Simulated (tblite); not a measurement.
Isomers of C3H8ClNSi2. All values are computed: GFN2-xTB (tblite) harmonic vibrations without scaling, gas phase. Against measured fundamentals such values can be off by several per cent, at times by over 20. Modes of hydrogen on silicon can be 10 to 20 % off. One conformer each.

Electronic energies: GFN2-xTB at the same geometries; isomer energies are rough at this level and their order can be wrong.

```json
{"SMILES": "N#C[SiH2][SiH2]CCCl", "electronic energy, lowest = 0 (kJ/mol)": "177.8"}
{"SMILES": "C=C[Si@@H](Cl)[SiH2]N=C", "electronic energy, lowest = 0 (kJ/mol)": "65.1"}
{"SMILES": "N#CC[C@@H]([SiH3])[SiH2]Cl", "electronic energy, lowest = 0 (kJ/mol)": "0.0"}
{"SMILES": "[H]/N=C\\C(=C)[SiH2][SiH2]Cl", "electronic energy, lowest = 0 (kJ/mol)": "95.3"}
{"SMILES": "N#C[SiH2][C@@H]([SiH3])CCl", "electronic energy, lowest = 0 (kJ/mol)": "159.5"}
```

How do GFN2-xTB zero-point energies change the relative energies?

```tsv
SMILES	ZPE (kJ/mol)	of it from modes above 1550 cm⁻¹	electronic (kJ/mol)	with ZPE, lowest = 0 (kJ/mol)	lowest mode (cm⁻¹)	rings
N#CC[C@@H]([SiH3])[SiH2]Cl	250.1	135.4	0.0	0.0	32	0
C=C[Si@@H](Cl)[SiH2]N=C	254.7	149.5	65.1	69.8	18	0
[H]/N=C\C(=C)[SiH2][SiH2]Cl	252.8	147.6	95.3	98.0	11	0
N#C[SiH2][C@@H]([SiH3])CCl	247.4	135.3	159.5	156.8	29	0
N#C[SiH2][SiH2]CCCl	254.1	138.2	177.8	181.7	30	0
```

The zero-point energies span 7.3 kJ/mol, from `N#C[SiH2][C@@H]([SiH3])CCl` to `C=C[Si@@H](Cl)[SiH2]N=C`. The order is unchanged.

What do entropy and thermal enthalpy add at 298.15 K and 1 bar (rigid rotor, harmonic oscillator, one conformer each)?

```json
{"SMILES": "N#CC[C@@H]([SiH3])[SiH2]Cl", "point group": "C1", "symmetry number": "1", "S (J/(mol K))": "428.8", "H − H(0) (kJ/mol)": "30.12", "ZPE + H − H(0) − TS (kJ/mol)": "152.3"}
{"SMILES": "N#C[SiH2][C@@H]([SiH3])CCl", "point group": "C1", "symmetry number": "1", "S (J/(mol K))": "436.4", "H − H(0) (kJ/mol)": "30.99", "ZPE + H − H(0) − TS (kJ/mol)": "148.3"}
{"SMILES": "N#C[SiH2][SiH2]CCCl", "point group": "C1", "symmetry number": "1", "S (J/(mol K))": "437.4", "H − H(0) (kJ/mol)": "30.79", "ZPE + H − H(0) − TS (kJ/mol)": "154.4"}
```

Not tabulated: `C=C[Si@@H](Cl)[SiH2]N=C` (lowest mode only 18 cm⁻¹); `[H]/N=C\C(=C)[SiH2][SiH2]Cl` (lowest mode only 10 cm⁻¹).
